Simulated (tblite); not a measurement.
CrF2O2, singlet, at a GFN2-xTB geometry (such geometries of metal compounds can be far from the true shape); IPEA1-xTB in tblite.

Input for tblite:
```
$ tblite run mol.xyz --method ipea1 --charge 0 --spin 0 --json tblite.json --no-restart

# file mol.xyz
5

Cr     0.05209847    -0.00918190     0.01711959
O      1.23511899    -0.33445517    -0.92728600
O      0.50205912     0.02829272     1.49812372
F     -0.56708148     1.48699299    -0.39379254
F     -1.11600608    -1.19036352    -0.15927100
```

### Question
Write the output that tblite gives for this input, abridged.

### Answer

```
xTB calculator
 | screened Coulomb repulsion
 | Coulomb electrostatics
 |  * isotropic Klopman-Ohno-Mataga-Nishimoto electrostatics
 |  * onsite third-order electrostatics
 | DFT-D3(BJ) dispersion correction

halogen bonding energy    0.0000000000000E+00 Eh
repulsion energy          8.4759012224308E-02 Eh
dispersion energy        -1.1706105845006E-03 Eh
number of electrons       3.2000000000000E+01 e
integral cutoff           4.0000000000000E+01 bohr

------------------------------------------------------------
  cycle        total energy    energy error   density error
------------------------------------------------------------
      1     -17.83835929711  -1.7921948E+01   1.1421044E+00
      2     -25.44543381490  -7.6070745E+00   2.2679406E+00
      3     -21.92413325206   3.5213006E+00   4.4185412E-01
      4     -22.40396471582  -4.7983146E-01   1.6029100E-01
      5     -22.22423953791   1.7972518E-01   2.5852917E-01
      6     -22.17079847289   5.3441065E-02   2.7840386E-01
      7     -22.40299115445  -2.3219268E-01   3.3745425E-02
      8     -22.40510074307  -2.1095886E-03   1.4298532E-02
      9     -22.40547216689  -3.7142382E-04   4.5141968E-03
     10     -22.40552102835  -4.8861463E-05   5.4109693E-04
     11     -22.40552197108  -9.4272786E-07   1.6052775E-04
     12     -22.40552203562  -6.4539655E-08   2.9627561E-05
     13     -22.40552203738  -1.7537545E-09   3.4650198E-06
------------------------------------------------------------

electronic energy        -2.2489110439015E+01 Eh
total energy             -2.2405522037376E+01 Eh

Post processing:
 | Mayer-Wiberg bond orders

[Info] JSON dump of results written to 'tblite.json'
```
